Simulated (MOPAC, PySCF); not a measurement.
C3H7B, SMILES `C(/B)=C\C`, neutral singlet in the gas phase. 

Cartesian coordinates (Å):
SMILES: C(/C)=C\B
```xyz
11

B      2.1475    -0.0513    -0.0255
C      0.6969    -0.0502    -0.5077
C     -0.3333     0.0319     0.3706
C     -1.7831     0.0435     0.0334
H      2.3682     0.0216     1.1579
H      3.0733    -0.1224    -0.7913
H      0.4385    -0.1147    -1.5731
H     -0.0875     0.0968     1.4386
H     -1.9567    -0.0242    -1.0486
H     -2.2614     0.9614     0.4146
H     -2.3026    -0.7926     0.5311
```
Charge 0, multiplicity 1.

All levels are single points at this geometry (PBE-D3(BJ)/def2-TZVP); Pople sets use spherical d functions. Orbital energies aren't observables, and empty levels follow the basis.

B3LYP/3-21G in PySCF gives gap (eV) = 5.81.

Q: Estimate the gap (eV) from each of these levels: PBE-D3(BJ)/def2-TZVP in PySCF; B3LYP/6-311+G** in PySCF; B3LYP/6-31G* in PySCF; BP86/6-31G* in PySCF; M06-2X/6-31G* in PySCF; PBE/6-31G* in PySCF; SVWN5/6-31G* in PySCF; HF/3-21G in PySCF; HF/STO-3G in PySCF; PM3 in MOPAC; PM6 in MOPAC; PM7 in MOPAC.

A: 
```tsv
level	gap (eV)
PBE-D3(BJ)/def2-TZVP in PySCF	4.14
B3LYP/6-311+G** in PySCF	5.69
B3LYP/6-31G* in PySCF	5.79
BP86/6-31G* in PySCF	4.20
M06-2X/6-31G* in PySCF	8.29
PBE/6-31G* in PySCF	4.19
SVWN5/6-31G* in PySCF	4.13
HF/3-21G in PySCF	12.23
HF/STO-3G in PySCF	14.00
PM3 in MOPAC	10.12
PM6 in MOPAC	9.84
PM7 in MOPAC	9.55
```
